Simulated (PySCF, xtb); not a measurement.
CH2NO, SMILES N=C=[OH+], charge +1.

Harmonic wavenumbers (cm⁻¹) from GFN2-xTB run with xtb 6.7.1 at its own minimum, in rising order: 260, 382, 535, 541, 852, 1303, 2522, 3263, 3492.

Task: What does PySCF 2.14.0 with B3LYP-D3(BJ)/def2-TZVP give at its own minimum? (The exact figures need the calculation; the answer reports its results.)

Result: 342, 488, 550, 555, 1088, 1246, 2494, 3591, 3672. Paired by order, the mean absolute difference is 116 cm⁻¹ and the zero-point energies are 18.8 and 20.1 kcal/mol.
